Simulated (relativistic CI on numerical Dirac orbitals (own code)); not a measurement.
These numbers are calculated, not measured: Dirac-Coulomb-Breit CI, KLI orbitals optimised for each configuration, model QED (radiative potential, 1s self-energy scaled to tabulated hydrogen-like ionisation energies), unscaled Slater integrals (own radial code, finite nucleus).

The strongest absorption lines from the ground level of an ion, among the configurations computed and to levels below about 1460 eV (vacuum wavelength in Å, gf): 8.5150 (0.052), 8.5192 (0.026), 9.4893 (0.12), 9.4995 (0.063), 12.614 (0.49), 12.656 (0.25), 222.51 (0.098), 278.82 (0.039).

Question: Which ion is it?
A. Cr19+
B. Ti19+
C. Cr21+
D. Cr23+

Answer: C. Cr21+ has 3 electrons and the ground level 2s 2S_1/2; the strongest line goes to 3p 2P°_3/2. The pattern of lines fixes the number of electrons, and along that sequence the line energies rise steadily with the charge (about as its square where n changes within one kind of shell, about linearly where n is kept but much faster in heavy ions where fine structure, which grows about as Z⁴, sets the gap, and irregularly where shells cross), which fixes Z. Configurations outside the model, such as inner-shell arrays, can give stronger lines. At this charge energies of transitions that change n are usually good to better than 1 %, and those within a shell (Δn = 0) to a few per cent.
